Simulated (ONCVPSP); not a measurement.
**Before and after: ONCV potential for fluorine**

* Element: F
* Generator: ONCVPSP 4.0.1
* Type: optimised norm-conserving Vanderbilt (ONCV)
* Functional: Wu-Cohen
* Relativity: scalar-relativistic
* Frozen core: [He]
* Valence charge: 7
* Reference configuration: 2s2 2p5
* Partial waves: 2s: rc 0.75 bohr, ncon 4, nbas 9, qcut 11.1 1/bohr, 2 projectors, debl 2.1 Ha; 2p: rc 1.75 bohr, ncon 3, nbas 7, qcut 6.5 1/bohr, 1 projector
* Local potential: polynomial inside 0.65 bohr (lpopt 5, dvloc0 6 Ha)
* Core correction: Teter function, fcfact 3.5, rcfact 1.6

Change: p: rc 1.26.

Cutoffs: the cutoffs (Ha) at which the residual kinetic energy of the hardest occupied pseudo-wave falls to 1 and 0.1 mHa per electron; they do not see the model core or the augmentation charge, which bear on the density cutoff. Errors are all-electron minus pseudo energies relative to the spin-unpolarised reference configuration.

Question: What does the change do?

Answer: The potential gets harder (52 Ha and 89 Ha → 93 Ha and 153 Ha); of the 4 tests that both files solve, the error grows in 1 and shrinks in 3 by more than 15 % and 0.3 meV (median size 551.6 → 237.3 meV); neither file shows a bound ghost. A smaller radius makes the pseudo-wave follow the all-electron one further in, where it bends more sharply, so more plane waves are needed.

| quantity | base | changed |
| --- | --- | --- |
| cutoff, loose | 52 Ha | 93 Ha |
| cutoff, tight | 89 Ha | 153 Ha |
| loose cutoff by channel | s 52 Ha, p 18 Ha | s 52 Ha, p 93 Ha |
| bound ghosts | none | none |
| GHOST(+) flags under 300 eV | none | none |
| error for 2s2 2p4, meV [ΔE 19.37 eV] | +126 | +77 |
| error for 2s2 2p3, meV [ΔE 57.75 eV] | +977 | +397 |
| error for 2s2 2p2, meV [ΔE 118.39 eV] | +3537 | +1540 |
| error for 2s2 2p4.5, meV [ΔE 7.53 eV] | +20 | +48 |
| s: phases at 0.76 bohr within 0.05 rad from the reference energy up to (Ha; the scan ends near 5) | to the end of the scan | to the end of the scan |
| rms error of d²Exc/dni dnj with the model core, mHa | 1.22 | 1.58 |
